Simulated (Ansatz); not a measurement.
`F[CH]([SiH3])[SnH3]` + `C=[C]1[CH2][AlH]1` → `[SnH3]/[CH]=[C]1\[CH2][AlH]1` + `FC[SiH3]`  (formal exchange of groups at the Sn–C bond)

Computed with Ansatz on PBE0-D4/def2-TZVP structures; ΔE is electronic, products minus reactants. CCSD(T)/CBS is the MP2 limit (def2-TZVPP, def2-QZVPP) plus CCSD(T) − MP2 in def2-TZVPP, frozen cores. DFT in def2-TZVPP. B3LYP here is the variant with VWN-RPA as its local correlation; programs differ in this. Elements past krypton have def2 core potentials. For Sn outer-core shells are correlated without core-valence functions, which leaves a few kJ/mol of doubt a bond.

(1) Is it downhill or uphill in electronic energy at CCSD(T)/CBS, and by how much? (Best estimate.)

(2) What do these levels give: PBE-D4, r2SCAN-D4, B3LYP-D4, B2PLYP, PBE, PBE0, HF/def2-TZVPP, MP2/def2-TZVPP, HF/def2-QZVPP, MP2/def2-QZVPP, MP2/CBS(def2), CCSD/CBS(def2)? (Estimate.)

Largest T1 diagnostic among the species: 0.014.

Results:

(1) The calculation gave: Downhill: ΔE = -18.6 kJ/mol.

(2) Ansatz gave: PBE-D4 -15.3, r2SCAN-D4 -16.4, B3LYP-D4 -16.7, B2PLYP -19.1, PBE -14.7, PBE0 -16.8, HF/def2-TZVPP -20.8, MP2/def2-TZVPP -24.8, HF/def2-QZVPP -20.8, MP2/def2-QZVPP -23.7, MP2/CBS(def2) -22.8, CCSD/CBS(def2) -17.9 kJ/mol.
